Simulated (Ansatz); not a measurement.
Compare A (`F[SiH](F)[SiH](Cl)Cl`) with its isomer B (`F[Si@H](Cl)[Si@@H](F)Cl`).

Isolated molecules relaxed with PBE0-D4/def2-TZVP in Ansatz; ΔE leaves out vibrations. CBS: MP2 limit from def2 TZ/QZ plus the TZ coupled-cluster correction, frozen cores. DFT in def2-TZVPP. Each species was taken in one conformer, which may not be the lowest.

Problem. Which isomer does CCSD(T)/CBS put lower? Give the gap. (Best estimate.)

Solution. The calculation gave: A, by 5.6 kJ/mol.

Problem. Give E(B) − E(A) in kJ/mol with PBE-D4, B2PLYP, HF/def2-TZVPP, PBE0-D4, CCSD/def2-TZVPP, MP2/def2-TZVPP, ωB97M-V. (Best estimate.)

Solution. Computed: PBE-D4 4.5, B2PLYP 4.6, HF/def2-TZVPP 4.3, PBE0-D4 5.1, CCSD/def2-TZVPP 5.3, MP2/def2-TZVPP 6.4, ωB97M-V 4.6. None reverses the order clearly.

Largest T1 diagnostic: 0.011.
